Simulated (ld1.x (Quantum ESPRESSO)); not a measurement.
**Which change was made? (V, TM semilocal)**

V (Z = 23), norm-conserving Troullier–Martins (semilocal form), made with ld1.x (Quantum ESPRESSO) 7.5 (Wu–Cohen, scalar-relativistic). Core [Ar], reference 3d4 4s1 4p0. Waves: 4s (bound): rc 2.10 bohr; 4p (bound, empty): rc 3.75 bohr; 3d (bound): rc 1.40 bohr. Local part: the d channel. Core correction: Bessel-smoothed model core inside 1.40 bohr.

Cutoffs, loose and tight: the cutoffs (Ry, on a coarse ladder) from which the occupation-weighted sum of valence levels, in a spherical-Bessel basis at the reference potential, stays within 10 and 1 mRy of its value at 400 Ry. They do not see the model core or the augmentation charge, which bear on the density cutoff. Test errors are all-electron minus pseudo excitation energies from the reference, over the configurations 3d3 4s2 4p0; 3d3 4s1 4p0; 3d3 4s0 4p0; 3d3 4s0 4p1; 3d4 4s0 4p0; 3d3 4s1.5 4p0; 3d3 4s0 4p2; variants that change the core or the reference have their own tests. The largest error is taken over the tests solved by every variant that gives reliable tests at all, those not shown here included: 3d3 4s0 4p0; 3d3 4s0 4p2; 3d3 4s1 4p0; 3d4 4s0 4p0.

The base gives: outcome: generated; cutoff, loose: 100 Ry; cutoff, tight: 110 Ry; bound ghosts: none; largest test error (meV): -146.

(1) After one change the result is: outcome: generated; cutoff, loose: 60 Ry; cutoff, tight: 70 Ry; bound ghosts: none; largest test error (meV): -131. Which change was it?
A. all radii but the core radius scaled by about 1.39 (s 2.92, p 5.20, d 1.94 bohr)
B. wave 3d (bound): rc 1.40 bohr becomes 3d (bound): rc 1.60 bohr
C. reference 3d3 4s2 4p0
D. wave 4p (bound): rc 3.75 bohr becomes 4p (bound): rc 5.16 bohr

Results:

(1) A. The others give: reference 3d3 4s2 4p0 → outcome: generated; cutoff, loose: 100 Ry; cutoff, tight: 110 Ry; bound ghosts: none; largest test error (meV): -389 | wave 4p (bound): rc 3.75 bohr becomes 4p (bound): rc 5.16 bohr → outcome: generated; cutoff, loose: 100 Ry; cutoff, tight: 110 Ry; bound ghosts: none; largest test error (meV): -108 | wave 3d (bound): rc 1.40 bohr becomes 3d (bound): rc 1.60 bohr → outcome: generated; cutoff, loose: 80 Ry; cutoff, tight: 100 Ry; bound ghosts: none; largest test error (meV): -149.
